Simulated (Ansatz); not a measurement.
Molecule: CHF (charge 0, singlet). SMILES: [CH]F
Geometry: optimised at B3LYP-D3(BJ)/def2-TZVP (Ansatz, a program for electronic structure).

Computed values are from Ansatz. Valence correlation only, unless marked. UHF or UKS for open shells. Spin-orbit coupling is left out. No relativistic terms. CBS(X,Y): correlation extrapolated as X^-3; Hartree-Fock from the larger set (for Q and 5 zeta extrapolated as (X+1)exp(-9√X)).

The Hartree-Fock reference is unstable (checked in the largest basis), which strains HF and MP2. 

**Question.** What is the T1 diagnostic at CCSD/cc-pV5Z?

**Answer.** 0.017.

**Question.** What is the dipole moment at CCSD(T)/aug-cc-pVDZ?

**Answer.** 1.42 D.

**Question.** What is the atomisation energy De at CCSD(T)/CBS(cc-pVQZ,cc-pV5Z)?

**Answer.** 212.4 kcal/mol.

**Question.** What is the vertical electron affinity (to the doublet; negative means unbound) at CCSD(T)/CBS(def2-TZVPPD,def2-QZVPPD)?

**Answer.** 0.14 eV.

**Question.** What is the vertical ionisation energy (to the doublet) at CCSD(T)/CBS(aug-cc-pVTZ,aug-cc-pVQZ)?

**Answer.** 10.67 eV.
